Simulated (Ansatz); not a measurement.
Geometry optimisation, RKS PBE/6-31G in Ansatz 0.2.0.

Input:

```yaml
crystal:
  periodic: [false, false, false]
  atoms:
    - { symbol: C, position_ang: [-0.0601, -2.1257, -1.0841] }
    - { symbol: O, position_ang: [0.761, -1.05, -1.5232] }
    - { symbol: Si, position_ang: [1.3704, -0.0137, -0.3928] }
    - { symbol: C, position_ang: [0.1672, 0.9227, 0.6602] }
    - { symbol: C, position_ang: [-0.9255, 1.6736, -0.1967] }
    - { symbol: "N", position_ang: [-0.6229, -0.0027, 1.5591] }
    - { symbol: H, position_ang: [-0.2673, -2.7374, -1.9462] }
    - { symbol: H, position_ang: [-1.0347, -1.6561, -0.7829] }
    - { symbol: H, position_ang: [0.339, -2.6692, -0.2549] }
    - { symbol: H, position_ang: [2.2618, 0.9836, -1.0446] }
    - { symbol: H, position_ang: [2.261, -0.8002, 0.5594] }
    - { symbol: H, position_ang: [0.6548, 1.6387, 1.3059] }
    - { symbol: H, position_ang: [-1.568, 1.0387, -0.8314] }
    - { symbol: H, position_ang: [-1.6491, 2.2482, 0.4776] }
    - { symbol: H, position_ang: [-0.433, 2.3926, -0.8286] }
    - { symbol: H, position_ang: [-1.3135, 0.5313, 2.1168] }
    - { symbol: H, position_ang: [0.0397, -0.3748, 2.2466] }
basis:
  gaussian: { orbitals: "6-31G" }
hamiltonian:
  xc: pbe
relax:
  f_tol: 0.02
  max_steps: 40
```

Run as:

```bash
$ ansatz run input.yaml --threads 1 --pin off --max-ram 2048MiB --backend cpu --events-out ev --progress --plain --runs-dir out
```

Where does it end, and by what steps?

The forces met the threshold. Limits of this set-up: no polarisation functions. After 11 steps the energy has fallen by 0.638 eV; H9 moved furthest, 0.46 Å.

```csv
step,energy less start (eV),largest force component (eV/Å),accepted
0,0.0000,3.528,yes
1,-0.4949,1.150,yes
2,-0.6066,0.460,yes
3,-0.5289,1.343,no
4,-0.6287,0.236,yes
5,-0.6242,0.249,no
6,-0.6337,0.023,yes
7,-0.6351,0.024,yes
8,-0.6363,0.055,yes
9,-0.6369,0.060,yes
10,-0.6374,0.032,yes
11,-0.6376,0.010,yes
```

```xyz
17
Properties=species:S:1:pos:R:3
C -0.114 -2.166 -1.112
O 0.669 -0.994 -1.506
Si 1.414 0.034 -0.296
C 0.112 1.038 0.731
C -0.903 1.717 -0.204
N -0.586 0.073 1.606
H -0.504 -2.609 -2.041
H -0.948 -1.888 -0.445
H 0.519 -2.915 -0.596
H 2.310 0.955 -1.093
H 2.236 -0.804 0.686
H 0.662 1.839 1.287
H -1.410 0.969 -0.835
H -1.673 2.257 0.381
H -0.406 2.452 -0.861
H -1.418 0.455 2.065
H 0.019 -0.413 2.272
```

Whether the end is a true minimum wasn't checked by a vibrational analysis.

The run took 3.1 min on 1 thread of Intel(R) Xeon(R) Processor @ 2.50GHz (Skylake/Cascade Lake), on a shared host, peak memory 0.16 GiB.
